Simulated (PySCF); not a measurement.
# Radial density of N⁺ (nitrogen, charge +1)

B3LYP, [He] 2s2 2p2, high-spin 3P determinant. Calculation: PySCF 2.14, in 6-31G* (3s2p1d, 14 functions); the non-relativistic Hamiltonian (point nucleus).

| r (bohr) | 4πr²ρ (e/bohr) | 4πr²(ρα − ρβ) |
| --- | --- | --- |
| 0.00417 | 0.04168 | 0.0000 |
| 0.00701 | 0.1151 | 0.0001 |
| 0.0118 | 0.3067 | 0.0003 |
| 0.0198 | 0.7714 | 0.0007 |
| 0.0334 | 1.813 | 0.0018 |
| 0.0561 | 3.736 | 0.0046 |
| 0.0944 | 6.260 | 0.0138 |
| 0.159 | 7.369 | 0.0569 |
| 0.267 | 5.014 | 0.2475 |
| 0.449 | 2.241 | 0.7518 |
| 0.756 | 2.863 | 1.4612 |
| 1.27 | 2.707 | 1.2403 |
| 2.14 | 0.6392 | 0.3032 |
| 3.60 | 0.04155 | 0.0244 |
| 6.05 | 1.102e-05 | 0.0000 |
